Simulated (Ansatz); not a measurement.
A nudged elastic band was laid between two geometries of AlBrClF$_{2}$H (6 atoms, charge 0, multiplicity 1).

All numbers below come from RKS B3LYP/def2-SVP (Ansatz 0.2.0).

```yaml
movable_images: 7
climbing_image: yes
spring: 0.1 eV/Å²
optimiser: quadratic models (default)
start_path: through a guess of the saddle point
force_threshold: 0.05 eV/Å
iteration_limit: 60
end_points: relaxed
```

Initial state:

```xyz
6
Properties=species:S:1:pos:R:3
Al -0.395 -0.485 -0.505
Br 1.586 -1.477 -0.035
F -0.567 0.284 -1.964
F -1.759 -1.050 0.251
H 1.150 1.136 1.303
Cl -0.014 1.592 0.949
```

Final state:

```xyz
6
Properties=species:S:1:pos:R:3
Al -0.759 0.039 -0.385
Br 1.674 -0.965 0.321
F -0.499 0.129 -2.020
F -1.692 -1.204 0.194
H 1.878 0.202 1.131
Cl -0.602 1.799 0.759
```

**Question.** What changes between the two ends?

**Answer.** Bonds broken: H5–Cl6. Bonds formed: Br2–H5.

**Question.** What energy profile does the band end with?

**Answer.** The forces met the threshold. The highest image is number 4 of 0 to 8, 6.0 kcal/mol above the first end and 5.6 kcal/mol above the last; the last end lies 0.4 kcal/mol above the first. Another band between the same ends (7 images) ends at a top of the same energy, where a vibrational analysis finds 1 clearly imaginary mode. The orbitals stay closed-shell, which can raise the energy where a bond breaks towards radicals; this wasn't checked here.

| image | path coordinate (Å) | energy (kcal/mol) | H5–Cl6 (Å) | Br2–H5 (Å) |
| --- | --- | --- | --- | --- |
| 0 | 0.00 | 0.0 | 1.30 | 2.97 |
| 1 | 0.25 | 0.2 | 1.31 | 2.64 |
| 2 | 0.52 | 1.3 | 1.33 | 2.32 |
| 3 | 0.78 | 3.6 | 1.41 | 2.00 |
| 4 | 1.06 | 6.0 | 1.63 | 1.70 |
| 5 | 1.33 | 4.0 | 1.94 | 1.52 |
| 6 | 1.61 | 1.8 | 2.28 | 1.46 |
| 7 | 1.88 | 0.7 | 2.61 | 1.44 |
| 8 | 2.16 | 0.4 | 2.97 | 1.43 |

**Question.** What is the geometry of the highest image?

**Answer.** 
```xyz
6
Properties=species:S:1:pos:R:3:forces:R:3
Al -0.529 -0.177 -0.392 -0.01 0.00 0.00
Br 1.668 -1.024 0.281 0.00 -0.01 0.00
F -0.537 0.250 -1.992 -0.01 -0.01 0.02
F -1.743 -1.102 0.250 0.01 0.01 -0.01
H 1.166 0.471 0.913 0.00 0.01 0.00
Cl -0.026 1.582 0.939 0.00 -0.01 0.00
```

Run time: 96 s on 2 threads of Intel(R) Xeon(R) 6975P-C (Granite Rapids) (shared host), peak memory 0.26 GiB.
